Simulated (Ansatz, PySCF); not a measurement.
Si(H)(I)2(OH) (H2I2OSi), SMILES O[SiH](I)I. Atoms are numbered in the order given.

```xyz
6

Si     0.4680     0.9928     0.0000
O     -0.3796     2.4039     0.0000
I     -0.0370    -0.3343    -1.9913
I     -0.0370    -0.3343     1.9913
H      1.9023     1.3483     0.0000
H     -1.3416     2.3522     0.0000
```

The structure is a stationary point at PBE0-D3(BJ)/def2-SVP. This is a generated structure with no PubChem entry under its InChIKey; it may be hypothetical. The def2 effective core potentials stand for the cores of I; spin–orbit coupling is left out. One conformer was computed; it need not be the lowest.

Two levels are set side by side: PBE-D3(BJ)/def2-SVP (Ansatz, a first-principles code) and PBE0-D3(BJ)/def2-SVP (Ansatz). Each level has its own optimised geometry; the coordinates shown are those of the second. Frequencies come from the Hessian of PySCF at each geometry. Differences are taken from unrounded values.

```csv
quantity,PBE0-D3(BJ)
mean bond length (Å),1.796
bond Si1–O2 (Å),1.646
bond Si1–I3 (Å),2.446
bond Si1–I4 (Å),2.446
bond Si1–H5 (Å),1.478
bond O2–H6 (Å),0.963
highest harmonic wavenumber (cm⁻¹),3914
mean harmonic wavenumber (cm⁻¹),918
zero-point energy (kcal/mol),15.75
```

Task: What does PBE-D3(BJ) give, and how far is it from PBE0-D3(BJ)? (Estimate from the structure and the level; the computed values follow.)

Result: 
```
quantity                            PBE-D3(BJ)  PBE-D3(BJ) minus PBE0-D3(BJ)
----------------------------------  ----------  ----------------------------
mean bond length (Å)                     1.813                         0.017
bond Si1–O2 (Å)                          1.664                         0.018
bond Si1–I3 (Å)                          2.468                         0.022
bond Si1–I4 (Å)                          2.468                         0.022
bond Si1–H5 (Å)                          1.490                         0.012
bond O2–H6 (Å)                           0.975                         0.012
highest harmonic wavenumber (cm⁻¹)        3744                          -170
mean harmonic wavenumber (cm⁻¹)            883                           -35
zero-point energy (kcal/mol)             15.15                         -0.60
```

Exact exchange shortens and stiffens bonds; PBE has none. Differences between two approximate levels are no errors against the true value.
